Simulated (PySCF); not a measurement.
AlClFH2N. Atoms are numbered in the order given.

```xyz
6

Al    -0.0684     0.4033     0.0000
F     -1.5949     1.0557     0.0000
Cl     0.1362    -1.6790     0.0000
N      1.3337     1.4563     0.0000
H      2.2960     1.1338     0.0000
H      1.2959     2.4707     0.0000
```
Charge 0, spin multiplicity 1.

Geometry: B3LYP-D3(BJ)/def2-SVP. The values are those of a single conformer.

Computed with KT2/pcSseg-2 run with PySCF.

GIAO shieldings, no solvent; atoms alike by connectivity are averaged. δ = σ(ref) − σ: ¹⁹F against CFCl3 (σ = 125.1 ppm); ³⁵Cl against HCl (σ = 945.0 ppm); ¹⁵N against NH3 (σ = 261.9 ppm); ¹H against TMS (σ = 31.47 ppm), references at their B3LYP-D3(BJ)/def2-TZVP geometries, non-relativistic (without spin–orbit terms, shifts of atoms bonded to Cl or Br come out too high).

| nucleus | atoms | count | δ (ppm) |
|---|---|---|---|
| ¹⁹F | F2 | 1 | -219.2 |
| ³⁵Cl | Cl3 | 1 | -51.6 |
| ¹⁵N | N4 | 1 | 18.8 |
| ¹H | H5, H6 | 2 | 1.13 |
